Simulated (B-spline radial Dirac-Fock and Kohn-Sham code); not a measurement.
**Ti³⁺: photoemission with 457 eV photons**

System: titanium as Ti³⁺, [Ar] 3d1.

Calculated with a radial finite-basis atomic code, using Dirac-Hartree-Slater photoionisation with all multipoles and Dirac-Fock thresholds. The asymmetry parameter β is from the dipole term alone. Kinetic energies are from the vacuum level. Open shells are spread statistically over j, without multiplet splitting.

| subshell | electrons | binding (eV) | kinetic (eV) | σ (kb) | β |
| --- | --- | --- | --- | --- | --- |
| M1 (3s) | 2 | 109.9 | 347.1 | 61.8 | 2.00 |
| M2 (3p1/2) | 2 | 79.93 | 377.1 | 69.4 | 1.62 |
| M3 (3p3/2) | 4 | 79.25 | 377.8 | ? | ? |
| M4 (3d3/2) | 0.4 | 42.24 | 414.8 | 3.31 | 1.16 |
| M5 (3d5/2) | 0.6 | 42.19 | 414.8 | 4.92 | 1.15 |

Q: What are σ and β for M3 (3p3/2)?

A: σ = 137 kb, the largest of all subshells and 50 % of the total, and β = 1.63.
